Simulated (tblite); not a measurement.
C₆H₆NO (doublet state).
SMILES with atom numbers: `[CH2:1]=[C:2]([C:3]#[N:4])/[CH:5]=[CH:6]\[CH2:7][O:8]` (hydrogens: H9, H10 on C1; H11 on C5; H12 on C6; H13, H14 on C7)

Cartesian coordinates in Å at the GFN2-xTB level; atoms count from 1:
```xyz
14
C6H6NO angstrom
C     -1.6338    0.5557    0.0489
C     -0.8850   -0.1936   -0.7726
C     -1.1635   -0.2113   -2.1660
N     -1.3761   -0.2380   -3.2910
C      0.2134   -1.0640   -0.3512
C      1.1514   -0.7325    0.5361
C      1.3297    0.6149    1.1807
O      1.4627    0.6537    2.4815
H     -1.5124    0.5108    1.1181
H     -2.4229    1.1838   -0.3310
H      0.2473   -2.0290   -0.8420
H      1.8895   -1.4651    0.8325
H      0.4975    1.2954    0.8569
H      2.2015    1.1186    0.6770
```

Method: GFN2-xTB as coded in tblite; computed harmonic values from a numerical Hessian at the method's own geometry, unscaled. Against measured fundamentals such values can be off by several per cent, at times by over 20. One conformer, not necessarily the lowest. Open shells enter through the occupations alone, without spin polarisation, and single modes of such species can be off by tens of per cent.

Harmonic wavenumbers (cm⁻¹): 31.8, 62.2, 134.0, 214.3, 220.8, 286.1, 328.1, 465.8, 505.9, 548.0, 614.1, 678.0, 720.9, 793.8, 843.2, 908.2, 915.5, 937.5, 995.5, 1085.2, 1187.4, 1203.3, 1211.8, 1230.8, 1319.7, 1345.8, 1385.4, 1616.0, 1640.1, 2377.2, 2513.7, 2602.3, 3047.2, 3074.7, 3102.9, 3135.1.

A = 5427, B = 1044, C = 948.4 MHz; mass 108.045 u (most abundant isotopes); point group C1, symmetry number 1; spin multiplicity 2.

**Question.** Zero-point energy?

**Answer.** ½Σν̃ = 21641 cm⁻¹ = 258.88 kJ/mol.

**Question.** What is S at 500 K and 1 bar for an ideal gas of classical rigid rotors and harmonic oscillators?

**Answer.** Translation 178.00, rotation 125.62, vibration 165.42, spin (R ln 2) 5.76: S = 474.8 J/(mol K).

**Question.** And Cp and H(500 K) − H(0)?

**Answer.** Cp = 188.53 J/(mol K), of which vibrations give 155.27 (their classical limit is 36 R = 299.3); H(500 K) − H(0) = 57.78 kJ/mol without the zero-point energy, 41.16 from vibrations.

**Question.** Which modes carry the vibrational entropy at 500 K?

**Answer.** 31.8 cm⁻¹: 28.20; 62.2 cm⁻¹: 22.63; 134.0 cm⁻¹: 16.29; 214.3 cm⁻¹: 12.46; 220.8 cm⁻¹: 12.22; 286.1 cm⁻¹: 10.16 J/(mol K); the other 30 give 63.45 together.

**Question.** What must be added to the electronic energy to get the Gibbs energy at 500 K and 1 bar?

**Answer.** ZPE + [H(500 K) − H(0)] − T·S = 258.88 + 57.78 − 237.40 = 79.26 kJ/mol.

Hindered rotation and anharmonicity are outside this model. Other conformers, if any are populated, would add a mixing term that is left out. The structure is chiral; the term R ln 2 for an equal mix with its mirror image is left out.

Hardware: Arm Neoverse N1, one thread, no GPU (shared host). Cost: 0.64 s wall. This covers the Hessian and the dipole derivatives.
